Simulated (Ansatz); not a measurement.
Cost and result for the atomization energy of C2H7SSb (`C[CH](S)[SbH2]`) (11 atoms, 10 bonds).

```xyz
11

C    -0.571    1.039   -0.422
C     0.243    0.163    0.510
S     1.998    0.572    0.275
Sb   -0.041   -1.977    0.186
H    -0.306    0.856   -1.466
H    -0.403    2.100   -0.210
H    -1.636    0.832   -0.305
H    -0.027    0.369    1.548
H     2.506   -0.267    1.192
H    -0.007   -1.799   -1.512
H    -1.755   -1.889    0.206
```

Total charge 0; spin multiplicity 1. Correlated methods include outer-core shells of Sb, which these sets cover unevenly. Sb takes the def2 core potential. The structure was optimised at the PBE0-D4/def2-TZVP level. It is one conformer, not always the lowest. Program: Ansatz. All runs use 4 threads of an Arm Neoverse V2 on a shared host. Times are those of one run each, without the atoms' runs, and a repeat can differ threefold. Electronic energies, without spin–orbit coupling; frozen cores. CCSD(T)/CBS adds CCSD(T) − MP2 in def2-TZVPP to the MP2 limit, and its time is that of the two runs behind it. T1 = 0.012. With those shells the extrapolation isn't a true limit. B3LYP takes the VWN-RPA correlation (the form of Gaussian; ORCA's B3LYP/G).

CCSD(T)/CBS is a level of theory with its own doubt, some kJ/mol a heavy atom from the limit and from the frozen cores, so smaller differences don't rank the functionals.

```json
{"level": "PBE-D4/def2-TZVPP (with forces)", "functions": "252", "wall time": "2.4 s"}
{"level": "PBE0-D4/def2-TZVPP", "functions": "252", "wall time": "2.9 s"}
{"level": "B3LYP-D4/def2-TZVPP (with forces)", "functions": "252", "wall time": "4.4 s"}
{"level": "r2SCAN-D4/def2-TZVPP (with forces)", "functions": "252", "wall time": "4.6 s"}
{"level": "B2PLYP/def2-TZVPP", "functions": "252", "wall time": "5.5 s"}
{"level": "ωB97X-V/def2-TZVPP", "functions": "252", "wall time": "7.5 s"}
{"level": "ωB97M-V/def2-TZVPP (with forces)", "functions": "252", "wall time": "11 s"}
{"level": "MP2/def2-QZVPP", "functions": "476", "wall time": "20 s"}
{"level": "CCSD(T)/def2-TZVPP", "functions": "252", "wall time": "3 min"}
{"level": "CCSD(T)/CBS(def2)", "functions": "–", "wall time": "3.3 min"}
```

Q: What atomization energy does each give, and how far from CCSD(T)/CBS? (Estimate.)

A: The calculation gave: 
| level | atomization (kJ/mol) | difference from CCSD(T)/CBS | per bond |
| --- | --- | --- | --- |
| PBE-D4/def2-TZVPP (with forces) | 3600.5 | 50.2 | 5.0 |
| PBE0-D4/def2-TZVPP | 3545.2 | -5.1 | -0.5 |
| B3LYP-D4/def2-TZVPP (with forces) | 3550.5 | 0.2 | 0.0 |
| r2SCAN-D4/def2-TZVPP (with forces) | 3538.5 | -11.8 | -1.2 |
| B2PLYP/def2-TZVPP | 3489.2 | -61.1 | -6.1 |
| ωB97X-V/def2-TZVPP | 3566.7 | 16.4 | 1.6 |
| ωB97M-V/def2-TZVPP (with forces) | 3548.3 | -2.0 | -0.2 |
| MP2/def2-QZVPP | 3507.0 | -43.3 | -4.3 |
| CCSD(T)/def2-TZVPP | 3451.6 | -98.7 | -9.9 |
| CCSD(T)/CBS(def2) | 3550.3 | 0.0 | 0.0 |

From PBE to PBE0 (25 % exact exchange), in def2-TZVPP and without D4, the atomization energy moves by −51.0 kJ/mol: exact exchange takes away binding that semilocal exchange gives to molecules. In def2-TZVPP, CCSD(T) changes the Hartree–Fock value by +951.1 kJ/mol (the triples alone add +55.9 kJ/mol) and MP2 by +948.1 kJ/mol; breaking electron pairs costs correlation energy, which Hartree–Fock lacks. The D4 term adds +46.4 kJ/mol with B3LYP and +24.2 kJ/mol with PBE0; it sums over pairs of atoms, weighted by their polarisabilities, and B3LYP, whose exchange is more repulsive, gets the larger term.
